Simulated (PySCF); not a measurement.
Electron correlation in W⁵⁷⁺ (tungsten, charge +57)

Starting occupation: [Ne] 3s2 3p5, 3p1/2 with m_j = +1/2, 3p3/2 with m_j = -3/2, -1/2, +1/2, +3/2. Computed with PySCF 2.14 in an even-tempered Gaussian basis (18 s from 17 bohr⁻², ratio 2.4; 14 p from 22 bohr⁻², ratio 2.4; 4 d from 80 bohr⁻², ratio 2.6; 4 f from 120 bohr⁻², ratio 2.6), with X2C-1e with screened-nucleus spin-orbit coupling, Gaussian nucleus. Frozen: 1s2; 15 electrons correlated; the 48 highest virtual spinors left out.

MP2 pair energies summed by pair of shells (mhartree):

```
       pair  energy  share (%)
2p1/2-2p3/2  -89.65       13.8
3p3/2-3p3/2  -88.41       13.6
2p3/2-2p3/2  -84.45       13.0
2p3/2-3p3/2  -56.76        8.7
3p3/2-3s1/2  -48.99        7.5
3p1/2-3p3/2  -45.26        7.0
2p3/2-2s1/2  -38.25        5.9
2p1/2-3p3/2  -30.10        4.6
2p1/2-2p1/2  -22.62        3.5
2p1/2-2s1/2  -21.66        3.3
3p1/2-3s1/2  -19.43        3.0
2p3/2-3s1/2  -19.27        3.0
2p3/2-3p1/2  -17.22        2.7
2s1/2-3p3/2  -15.81        2.4
2s1/2-2s1/2  -11.61        1.8
2p1/2-3s1/2  -10.17        1.6
3s1/2-3s1/2   -9.98        1.5
2p1/2-3p1/2   -7.49        1.2
2s1/2-3s1/2   -7.46        1.1
2s1/2-3p1/2   -4.82        0.7
```

Total MP2 correlation energy: -649.40 mhartree.

At this charge the one-electron X2C treatment keeps the bare 1/r₁₂, with no two-electron picture change or Breit term. The effect here is smaller than on the frozen 1s shell.
